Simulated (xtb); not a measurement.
CuF, charge +1, doublet, geometry from GFN2-xTB (such geometries of metal compounds can be far from the true shape) (the multiplicity is a formal guess); xtb with GFN2-xTB.

The xtb input:
```
$ xtb mol.xyz --gfn 2 --chrg 1 --uhf 1 --acc 30 --json

# file mol.xyz
2

Cu    -0.00000000    -0.00000000    -0.40706850
F      0.00000000     0.00000000     1.31166518
```

Output, abridged:

```
   ID    Z sym.   atoms
    1   29 Cu     1
    2    9 F      2

           -------------------------------------------------
          |                Calculation Setup                |
           -------------------------------------------------

           -------------------------------------------------
          |                 G F N 2 - x T B                 |
           -------------------------------------------------

          ...................................................
          :                      SETUP                      :
          :.................................................:
          :  # basis functions                  14          :
          :  # atomic orbitals                  13          :
          :  # shells                            5          :
          :  # electrons                        17          :
          :  max. iterations                   250          :
          :  Hamiltonian                  GFN2-xTB          :
          :  restarted?                      false          :
          :  GBSA solvation                  false          :
          :  PC potential                    false          :
          :  electronic temp.          300.0000000     K    :
          :  accuracy                   30.0000000          :
          :  -> integral cutoff          0.2000000E+02      :
          :  -> integral neglect         0.3000000E-06      :
          :  -> SCF convergence          0.3000000E-04 Eh   :
          :  -> wf. convergence          0.3000000E-02 e    :
          :  Broyden damping             0.4000000          :
          :  net charge                          1          :
          :  unpaired electrons                  1          :
          ...................................................

 iter      E             dE          RMSdq      gap      omega  full diag
   1     -8.0243889 -0.802439E+01  0.808E+00    7.16       0.0  T
   2     -7.9805931  0.437958E-01  0.804E+00    6.42       1.0  T
   3     -8.0529204 -0.723273E-01  0.479E+00    7.16       1.0  T
   4     -8.0632814 -0.103610E-01  0.204E+00    6.96       1.0  T
   5     -8.0553990  0.788246E-02  0.217E+00    6.95       1.0  T
   6     -8.0603134 -0.491440E-02  0.161E+00    6.94       1.0  T
   7     -8.0647827 -0.446931E-02  0.545E-01    6.93       1.0  T
   8     -8.0644673  0.315323E-03  0.619E-01    6.93       1.0  T
   9     -8.0652596 -0.792246E-03  0.101E-01    6.91       1.0  T
  10     -8.0652561  0.348266E-05  0.793E-02    6.91       1.0  T
  11     -8.0652596 -0.346389E-05  0.201E-02    6.91       3.5  T
  12     -8.0652598 -0.195443E-06  0.126E-02    6.91       5.6  T

   *** convergence criteria satisfied after 12 iterations ***

         :::::::::::::::::::::::::::::::::::::::::::::::::::::
         ::                     SUMMARY                     ::
         :::::::::::::::::::::::::::::::::::::::::::::::::::::
         :: total energy              -8.062873294779 Eh    ::
         :: gradient norm              0.000001927871 Eh/a0 ::
         :: HOMO-LUMO gap              6.909975248088 eV    ::
         ::.................................................::
         :: SCC energy                -8.065259769396 Eh    ::
         :: -> isotropic ES            0.193215945929 Eh    ::
         :: -> anisotropic ES          0.002654859544 Eh    ::
         :: -> anisotropic XC         -0.005353623137 Eh    ::
         :: -> dispersion             -0.000281726965 Eh    ::
         :: repulsion energy           0.002386474617 Eh    ::
         :: add. restraining           0.000000000000 Eh    ::
         :: total charge               1.000000000001 e     ::
         :::::::::::::::::::::::::::::::::::::::::::::::::::::

           -------------------------------------------------
          |                Property Printout                |
           -------------------------------------------------

    * Orbital Energies and Occupations

         #    Occupation            Energy/Eh            Energy/eV
      -------------------------------------------------------------
         1        2.0000           -1.0746210             -29.2419
         2        2.0000           -0.8019738             -21.8228
         3        2.0000           -0.7932892             -21.5865
         4        2.0000           -0.7932892             -21.5865
         5        2.0000           -0.7761400             -21.1198
         6        2.0000           -0.7761400             -21.1198
         7        1.9372           -0.7523098             -20.4714
         8        1.9372           -0.7523098             -20.4714
         9        1.1256           -0.7478981             -20.3513 (HOMO)
        10                         -0.4939612             -13.4414 (LUMO)
        11                         -0.3327512              -9.0546
        12                         -0.3327512              -9.0546
        13                          0.1176419               3.2012
      -------------------------------------------------------------
                  HL-Gap            0.2539369 Eh            6.9100 eV
             Fermi-level           -0.6853357 Eh          -18.6489 eV

     #   Z          covCN         q      C6AA      α(0)
     1  29 Cu       0.699     1.171   140.651    27.628
     2   9 F        0.699    -0.171    10.948     3.907

 Mol. C6AA /au·bohr⁶  :        219.086382
 Mol. C8AA /au·bohr⁸  :      14237.885916
 Mol. α(0) /au        :         31.534597

Wiberg/Mayer (AO) data.
largest (>0.10) Wiberg bond orders for each atom

 ---------------------------------------------------------------------------
     #   Z sym  total        # sym  WBO       # sym  WBO       # sym  WBO
 ---------------------------------------------------------------------------
     1  29 Cu   0.991 --     2 F    0.991
     2   9 F    0.991 --     1 Cu   0.991
 ---------------------------------------------------------------------------

Topologies differ in total number of bonds
Writing topology from bond orders to xtbtopo.mol

molecular dipole:
                 x           y           z       tot (Debye)
 q only:        0.000       0.000      -1.323
   full:        0.000       0.000      -2.052       5.217
molecular quadrupole (traceless):
                xx          xy          yy          xz          yz          zz
 q only:        0.178       0.000       0.178       0.000       0.000      -0.355
  q+dip:        0.034       0.000       0.034      -0.000       0.000      -0.068
   full:        0.223       0.000       0.223       0.000       0.000      -0.446

           -------------------------------------------------
          | TOTAL ENERGY               -8.062873294779 Eh   |
          | GRADIENT NORM               0.000001927871 Eh/α |
          | HOMO-LUMO GAP               6.909975248088 eV   |
           -------------------------------------------------

normal termination of xtb
```
